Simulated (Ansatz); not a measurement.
Cartesian coordinates in Å:
```
Si -0.698 -0.601 0.077
O 0.602 -0.285 -0.898
Ge 1.920 0.888 -1.006
Cl 1.442 2.130 0.758
H -1.383 -1.795 -0.477
H -0.248 -0.886 1.463
H -1.634 0.550 0.083
```

Charge 0, multiplicity 1.

(1) List the r2SCAN/def2-TZVPP orbital energies in eV (Ansatz 0.2.0). (Best estimate.)

Answers

(1) The calculation gave: Occupied: -10835.56, -2753.17, -1791.57, -1350.56, -1200.65, -1200.61, -1200.57, -516.25, -254.54, -193.05, -192.98, -192.94, -168.71, -141.95, -118.52, -118.39, -118.27, -96.85, -96.78, -96.78, -31.80, -31.71, -31.68, -31.61, -31.51, -25.95, -21.01, -14.82, -12.61, -10.69, -10.09, -9.99, -8.42, -8.28, -8.04, -7.90, -7.31. Lowest empty: -3.27, -0.68, -0.29, 0.86, 1.43, 1.58, 2.01, 4.35.
